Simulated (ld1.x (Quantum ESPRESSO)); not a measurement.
Building the RRKJ potential for Ca (Z = 20) (PBE, non-relativistic).

ld1.x (Quantum ESPRESSO) 7.5 was run on this input:

```
&input
   title='Ca', zed=20., rel=0, dft='PBE', iswitch=3,
   config='[Ar] 3d0 4s2 4p0',
   nld=3, rlderiv=4.40, eminld=-2.0, emaxld=5.0, deld=0.02
 /
 &inputp
   pseudotype=2, tm=.false., lloc=0,
   nlcc=.false.,
   file_pseudopw='Ca.UPF', file_wfcaegen='ae.wfc', file_wfcncgen='nc.wfc', file_beta='beta', file_chi='chi'
 /
3
4P  2  1   0.00   0.00  4.05  4.05  0.0
3D  3  2   0.00   0.00  3.40  3.40  0.0
4S  1  0   2.00   0.00  2.65  2.65  0.0
 &test
   configts(1)='3d0 4s2 4p0'
 /
```

Command:

```bash
ld1.x < Ca.in > Ca.out
```

Resulting log (shortened: banner, matrices, multipoles, cross overlaps and the repeated all-electron block are left out):

```
Program LD1 v.7.5
     --------------------------- All-electron run ----------------------------

     Ca

     atomic number is 20.00
     dft =PBE   lsd =0 sic =0 latt =0  beta=0.20 tr2=1.0E-14
     Exchange-correlation= PBE
                           (   1   4   3   4   0   0   0)
     mesh =1169 r(mesh) =  99.90979 a.u. xmin = -7.00 dx = 0.01250
     1 Ry =  13.60569312 eV

     n l     nl                  e(Ry)          e(Ha)          e(eV)
     1 0     1S 1( 2.00)      -288.6991      -144.3495     -3927.9511
     2 0     2S 1( 2.00)       -30.1835       -15.0918      -410.6681
     2 1     2P 1( 6.00)       -24.5821       -12.2910      -334.4563
     3 0     3S 1( 2.00)        -3.4314        -1.7157       -46.6861
     3 1     3P 1( 6.00)        -2.0623        -1.0311       -28.0590
     3 2     3D 1( 0.00)        -0.1521        -0.0760        -2.0688
     4 0     4S 1( 2.00)        -0.2759        -0.1379        -3.7531
     4 1     4P 1( 0.00)        -0.1043        -0.0521        -1.4185

     final scf error:  3.0E-15 reached in  22 iterations

     Etot =   -1354.699871 Ry,    -677.349936 Ha,  -18431.630724 eV

     Ekin =    1353.342736 Ry,     676.671368 Ha,   18413.165955 eV
     Encl =   -3207.171022 Ry,   -1603.585511 Ha,  -43635.784716 eV
     Eh   =     570.715399 Ry,     285.357700 Ha,    7764.978581 eV
     Exc  =     -71.586985 Ry,     -35.793492 Ha,    -973.990543 eV

     normalization and overlap integrals

     s(1S/1S) =  1.000000  <r> =   0.0774  <r2> =    0.0080  r(max) =   0.0506
     s(2S/2S) =  1.000000  <r> =   0.3668  <r2> =    0.1592  r(max) =   0.3025
     s(2P/2P) =  1.000000  <r> =   0.3286  <r2> =    0.1336  r(max) =   0.2477
     s(3S/3S) =  1.000000  <r> =   1.1623  <r2> =    1.5590  r(max) =   1.0043
     s(3P/3P) =  1.000000  <r> =   1.2722  <r2> =    1.9104  r(max) =   1.0558
     s(3D/3D) =  1.000000  <r> =   2.3261  <r2> =    7.6185  r(max) =   1.2577
     s(4S/4S) =  1.000000  <r> =   4.0358  <r2> =   18.6881  r(max) =   3.4187
     s(4P/4P) =  1.000000  <r> =   5.3978  <r2> =   33.9324  r(max) =   4.3897

     ------------------------ End of All-electron run ------------------------

     --------------------- Generating NC pseudopotential ---------------------

      Generating local pot.: lloc=0, matching radius rcloc =   2.6500

      Wfc   4P  rcut= 4.073  Estimated cut-off energy=       10.41 Ry
      This function has    0 nodes for 0 < r <    4.073

      Wfc   3D  rcut= 3.419  Estimated cut-off energy=       20.01 Ry
      This function has    0 nodes for 0 < r <    3.419

     ------------------- End of pseudopotential generation -------------------

     Computing logarithmic derivative in   4.41734
     Message from routine compute phi:
     negative determinant

      ld=  -0.101515 f2ae  0.124775 faenor  0.482448
     Computing logarithmic derivative in   4.41734
     Computing the partial wave expansion
       no projector for channel:   0
     R is outside the sphere for l=    1 j= 0.00
     R is outside the sphere for l=    2 j= 0.00

     ---------------------- Testing the pseudopotential ----------------------

     Ca

     atomic number is 20.00   valence charge is  2.00
     dft =PBE   lsd =0 sic =0 latt =0  beta=0.20 tr2=1.0E-14
     mesh =1169 r(mesh) =  99.90979 xmin = -7.00 dx = 0.01250

     n l     nl             e AE (Ry)        e PS (Ry)    De AE-PS (Ry)
     3 2     3D   1( 0.00)       -0.15205       -0.15205       -0.00000
     1 0     4S   1( 2.00)       -0.27585       -0.27585       -0.00000
     2 1     4P   1( 0.00)       -0.10426       -0.10426        0.00000

     eps = 0.0E+00  iter =  1

     Etot =   -1354.699871 Ry,    -677.349936 Ha,  -18431.630724 eV
     Etotps =    -1.295137 Ry,      -0.647568 Ha,     -17.621236 eV

     Ekin =       0.311066 Ry,       0.155533 Ha,       4.232272 eV
     Encl =      -1.983630 Ry,      -0.991815 Ha,     -26.988661 eV
     Ehrt =       0.892945 Ry,       0.446472 Ha,      12.149135 eV
     Ecxc =      -0.515518 Ry,      -0.257759 Ha,      -7.013983 eV

     ---------------------- End of pseudopotential test ----------------------
```

Generation and configuration tests took about 0.71 s on one core of a shared server CPU.
